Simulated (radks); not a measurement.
Initial-state core-level shifts of the phosphorus ion P3+ when its valence configuration changes from [Ne] 3s2. Calculated with a radial shooting solver on a logarithmic mesh with Libxc functionals: scalar-relativistic Kohn-Sham, PBEsol, spin-polarised, spherical densities, finite nucleus; open shells are filled with parallel spins first; Fermi nuclear charge, rms radius 3.1889 fm. Shifts are changes of the shell-averaged eigenvalues in eV (positive: less bound); the change of the density at the nucleus, which sets a Mossbauer isomer shift, is in e/bohr^3, on a base of 2392.

[
 {"valence": "3p2", "1s": "-2.030", "2s": "-2.132", "2p": "-2.079", "density at nucleus": "-19.0973"},
 {"valence": "3s1 3p1", "1s": "-0.873", "2s": "-0.941", "2p": "-0.914", "density at nucleus": "-9.4024"},
 {"valence": "3s1.5 3p0.5", "1s": "-0.524", "2s": "-0.547", "2p": "-0.534", "density at nucleus": "-4.6884"},
 {"valence": "3s0.5 3p1.5", "1s": "-1.453", "2s": "-1.538", "2p": "-1.498", "density at nucleus": "-14.2457"}
]
